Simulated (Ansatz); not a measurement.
CH$_{9}$ClN$_{2}$Si$_{2}$ (SMILES CN([SiH2]N)[SiH2]Cl), singlet, at a GFN2-xTB geometry; SC-NEVPT2/STO-3G, CASSCF(6,4) (Ansatz, an electronic-structure program).

Input for Ansatz:
Ansatz 0.2 input:
```yaml
crystal:
  periodic: [false, false, false]
  atoms:
    - {symbol: Si, position_ang: [1.54364786, 0.31062309, 0.03015597]}
    - {symbol: Cl, position_ang: [1.62352620, -1.32654502, -1.12062222]}
    - {symbol: N, position_ang: [-0.09312222, 0.54538954, 0.50501540]}
    - {symbol: C, position_ang: [-0.31471687, 1.58450572, 1.49447179]}
    - {symbol: Si, position_ang: [-1.45378536, -0.32276313, -0.17034426]}
    - {symbol: N, position_ang: [-2.86464031, 0.41840077, 0.48834220]}
    - {symbol: H, position_ang: [2.05144683, 1.43842645, -0.75600351]}
    - {symbol: H, position_ang: [2.36685051, 0.08409681, 1.21799463]}
    - {symbol: H, position_ang: [-0.31187669, 2.57465974, 1.02954696]}
    - {symbol: H, position_ang: [-1.27020534, 1.43046401, 1.98698741]}
    - {symbol: H, position_ang: [0.47336815, 1.56693419, 2.24755006]}
    - {symbol: H, position_ang: [-1.48508811, -1.69639551, 0.32906486]}
    - {symbol: H, position_ang: [-1.34499338, -0.25231068, -1.63265415]}
    - {symbol: H, position_ang: [-3.73113103, -0.07692705, 0.36159263]}
    - {symbol: H, position_ang: [-3.01375268, 1.39871164, 0.30880098]}
basis:
  gaussian:
    orbitals: STO-3G
magnetization: {spin_polarized: false}
correlation: {method: sc_nevpt2, electrons: all, active_space: {window: {electrons: 6, orbitals: 4}}}
```

It wrote (shortened):

```
Functional definition: HF
626 factors; integrals over basis functions are off by at most 3.9e-5 eV
mean field evaluation 1: about -31998.8157 eV, gradient 2.4e1 eV
mean field evaluation 2: about -31999.0144 eV, gradient 2.4e1 eV
mean field evaluation 4: about -32001.2111 eV, gradient 1.5e0 eV
mean field evaluation 8: about -32001.2208 eV, gradient 2.3e-2 eV
mean field -32001.22076109 eV, -1176.0231717637 hartree, gradient 9.2e-7 eV, S^2 0.000000; 0 other end points of the search recorded, 0 dependent functions left out
reference -32001.22076109 eV, -1176.0231717637 hartree; 37, 37 occupied and 14, 14 virtual orbitals, 626 factors
state -32001.55396951 eV, -1176.0354169470 hartree
state -32001.55396951 eV, -1176.0354169470 hartree; corrected -32007.35001716 eV, -1176.2484177696 hartree
Total energy: -32007.35001716 eV, -1176.2484177696 hartree
```
